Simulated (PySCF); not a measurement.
**How methods differ on the ionisation energy of Rh⁺**

Rh⁺ [Kr] 4d8 (3F) → Rh²⁺ [Kr] 4d7 (4F), as a difference of total energies. Calculation: PySCF 2.14, in aug-cc-pVDZ-PP with ECP28MDF (5s5p4d2f, 54 functions); a scalar-relativistic core potential. Correlated levels: valence: 4s2 4p6 frozen. The calculations carry no spin-orbit coupling.

```tsv
method	ionisation energy (eV)
UHF	16.131
LDA	18.687
PBE	18.363
PBE0	18.089
r2SCAN	18.069
wB97M-V	17.983
M06-2X	18.219
BP86	18.491
MP2 (valence)	17.647
```

Question: Estimate what SCS-MP2 (valence) gives.

Answer: 17.635 eV, closest to MP2 (valence) among the rows shown.

Question: Estimate what r2SCAN0 gives.

Answer: 17.924 eV, closest to wB97M-V among the rows shown.

The reference lies between the lowest fine-structure levels, while these numbers refer to the centres of the terms.

Errors of the correlated levels include the incompleteness of this basis and the frozen core.

For comparison: 18.08 eV (semi-empirical (NIST evaluation); NIST Atomic Spectra Database, ionization energies).
